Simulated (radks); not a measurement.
Question: Species: the chlorine ion Cl2+. Configuration: [Ne] 3s0.5 3p4.5 (fractional occupations, a model configuration). Calculated with a radial shooting solver on a logarithmic mesh with Libxc functionals: scalar-relativistic Kohn-Sham, PBE, spin-polarised, spherical densities, point nucleus; open shells are filled with parallel spins first. Some entries of the table are withheld. Estimate them.

| orbital | occ. | eigenvalue (hartree) | <r^2> (bohr^2) | <r> (bohr) |
|---|---|---|---|---|
| 1s up | 1 | -102.2292 | 0.01114 | 0.09097 |
| 1s down | 1 | -102.2130 | 0.01113 | 0.09096 |
| 2s up | 1 | -10.37997 | 0.2340 | 0.4438 |
| 2s down | 1 | -10.36332 | 0.2337 | 0.4436 |
| 2p up | 3 | -8.13981 | 0.2056 | 0.4063 |
| 2p down | 3 | -8.11881 | 0.2053 | 0.4061 |
| 3s up | 0.5 | -1.72574 | 2.341 | (1) |
| 3s down | 0 | -1.62362 | 2.391 | (2) |
| 3p up | 3 | -1.23326 | 2.891 | 1.576 |
| 3p down | 1.5 | -1.13812 | 3.019 | 1.606 |

Answer: 
(1) 3s up <r> (bohr): 1.429
(2) 3s down <r> (bohr): 1.441
